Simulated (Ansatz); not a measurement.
Calculated with Ansatz (gas phase, PBE0-D4/def2-TZVP geometries, no zero-point term in ΔE). CCSD(T)/CBS is the MP2 limit (def2-TZVPP, def2-QZVPP) plus CCSD(T) − MP2 in def2-TZVPP, frozen cores. Functionals use def2-TZVPP. B3LYP here is the variant with VWN-RPA as its local correlation; programs differ in this. HSE06 is defined as in plane-wave codes. Each species was taken in one conformer, which may not be the lowest.

Reaction (isomerisation): `BCS[SiH2]F` → `C[SiH](F)BS`

`BCS[SiH2]F`:

```xyz
11

B    -1.790   -0.226    1.491
C    -0.784    0.053    0.342
S     0.934   -0.444    0.695
Si    1.838    0.011   -1.150
F     1.910    1.589   -1.414
H    -1.451   -0.648    2.556
H    -2.944    0.016    1.287
H    -0.830    1.133    0.146
H    -1.141   -0.421   -0.580
H     1.040   -0.543   -2.270
H     3.218   -0.521   -1.103
```

`C[SiH](F)BS`:

Cartesian coordinates in Å:
```
C 1.256 0.856 0.087
Si -0.071 -0.151 0.922
F 0.649 -1.183 1.927
B -1.251 -1.163 -0.347
S -1.601 -0.632 -1.991
H 0.814 1.647 -0.525
H 1.885 0.236 -0.557
H 1.896 1.335 0.832
H -0.917 0.748 1.762
H -1.819 -2.171 -0.050
H -0.842 0.478 -2.060
```

```csv
level,ΔE (kJ/mol),difference from CCSD(T)/CBS
LDA (SPW92),-91.5,-15.3
PBE-D4,-87.0,-10.8
BLYP-D4,-79.3,-3.1
r2SCAN-D4,-83.0,-6.8
B97M-V,-85.7,-9.5
PBE0-D4,-82.5,-6.3
B3LYP-D4,-77.1,-0.9
r2SCAN0-D4,-79.6,-3.4
HSE06-D4,-82.5,-6.3
BHLYP-D4,-71.6,4.6
ωB97X-V,-74.0,2.2
ωB97M-V,-73.4,2.8
B2PLYP,-75.8,0.4
PBE-QIDH,-77.3,-1.1
PBE,-87.0,-10.8
revPBE,-85.2,-9.0
BLYP,-79.9,-3.7
r2SCAN,-82.8,-6.6
PBE0,-82.2,-6.0
B3LYP,-77.1,-0.9
r2SCANh,-81.4,-5.2
r2SCAN0,-79.4,-3.2
HSE06,-82.2,-6.0
BHLYP,-71.3,4.9
CAM-B3LYP,-75.6,0.6
LC-ωPBE,-79.0,-2.8
RPA@PBE/def2-TZVPP,-80.1,-3.9
HF/def2-SVP,-69.4,6.8
MP2/def2-SVP,-87.5,-11.3
CCSD/def2-SVP,-90.8,-14.6
HF/def2-TZVPP,-58.4,17.8
MP2/def2-TZVPP,-73.6,2.6
SCS-MP2/def2-TZVPP,-70.0,6.2
CCSD/def2-TZVPP,-77.9,-1.7
HF/def2-QZVPP,-57.2,19.0
MP2/def2-QZVPP,-70.7,5.5
SCS-MP2/def2-QZVPP,-67.3,8.9
HF/CBS(def2),-57.0,19.2
MP2/CBS(def2),-69.3,6.9
CCSD/CBS(def2),-73.7,2.5
CCSD(T)/CBS,-76.2,0
```

Largest T1 diagnostic among the species: 0.014.

At CCSD(T), def2-SVP lies −17.5 kJ/mol from the extrapolated value and def2-TZVPP −4.2 kJ/mol. From r2SCAN to r2SCAN0 (25 % exact exchange), in def2-TZVPP and without D4, ΔE moves by +3.4 kJ/mol.
